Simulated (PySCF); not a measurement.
Species: C4H5ClF2Si.
Numbering: `[F:1][CH:2]([F:3])[C:4]1=[CH:5][SiH2:6][C@H:7]1[Cl:8]`

Geometry (GFN2-xTB, Å), atoms numbered from 1 in this order:
```
atom  x, y, z in Å
F1     2.1747   -0.5578   -1.4264
C2     1.8293   -0.4205   -0.1161
F3     2.2580   -1.5443    0.5076
C4     0.3541   -0.2361    0.0272
C5    -0.5654   -1.0109    0.6137
Si6   -2.0100    0.1569    0.2418
C7    -0.3922    0.9484   -0.5089
Cl8    0.1692    2.4781    0.2354
H9     2.4009    0.4326    0.2870
H10   -0.3891   -1.9612    1.0879
H11   -2.5522    0.9122    1.3611
H12   -2.9899   -0.2829   -0.7440
H13   -0.2919    1.0859   -1.5842
```

NICS = −σ at a ghost point: NICS(0) at the centroid of the ring atoms, NICS(1) 1 Å to either side along the normal of their mean plane, zz for the tensor component along that normal. Level: GIAO PBE0/pcSseg-1 (PySCF, non-relativistic, gas phase) on the GFN2-xTB geometry, one conformer.

Ring bond lengths (Å), with Mayer bond orders in brackets: C4–C5 1.338 (1.77), C5–Si6 1.894 (0.92), Si6–C7 1.951 (0.81), C7–C4 1.499 (0.94).

Problem. Give the NICS values of each ring in ppm.

Solution. 
```tsv
ring	type	NICS(0)	NICS(1), two faces	NICS(1)zz, two faces	rms pucker (Å)	centre to ring atoms, mean (Å)
C4–C5–Si6–C7	4-membered ring with Si; formal bonds 1 double, 3 single	0.6	-3.8 / -1.8	0.3 / 4.8	0.01	1.17
```

Problem. What can be read from them?

Solution. 
- C4–C5–Si6–C7: mean NICS(1)zz 2.6 ppm, near zero. Si6, C7 have four or more neighbours, and the NICS criterion for π rings isn't applied. The two faces differ by 4.5 ppm, so no symmetry operation interchanges them.

Problem. What is the mean of the two in-plane components of NICS at the second NICS(1) probe listed for ring C4–C5–Si6–C7, 1 Å off the ring?

Solution. The isotropic value is a third of the trace: (3 × -1.8 − (4.8))/2 = -5.1 ppm.
